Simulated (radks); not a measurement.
Species: Ni XXI. Configuration: [He] 2s2 2p4 (the NIST ground configuration). All-electron calculation, scalar-relativistic Kohn-Sham, r2SCAN, spin-unpolarised, spherical densities, finite nucleus; meta-GGA in the generalised Kohn-Sham scheme; Fermi nuclear charge, rms radius 3.7757 fm. Program: a radial shooting solver on a logarithmic mesh with Libxc functionals.

Normalised radial functions P(r) = r R(r), r in bohr:

r              2s
0.002888   0.2659
0.003528   0.3175
0.004274   0.3749
0.005179   0.4406
0.006275   0.5149
0.007604   0.5973
0.009287   0.6906
0.01125    0.7849
0.01363    0.8797
0.01652    0.9685
0.02002    1.0422
0.02445    1.0894
0.02963    1.0897
0.0359     1.0272
0.04349    0.8823
0.0527     0.6380
0.06437    0.2686
0.07799   -0.1906
0.0945    -0.7231
0.1145    -1.2722
0.1387    -1.7567
0.1681    -2.0863
0.2053    -2.1849
0.2488    -2.0166
0.3015    -1.6339
0.3653    -1.1435
0.4426    -0.6753
0.5406    -0.3152
0.655     -0.1188
0.7936    -0.0336

2s: eigenvalue -1836.3 eV, 1 radial node at r = 0.0723 bohr, <r> = 0.234 bohr, 90 % of the charge inside 0.360 bohr.
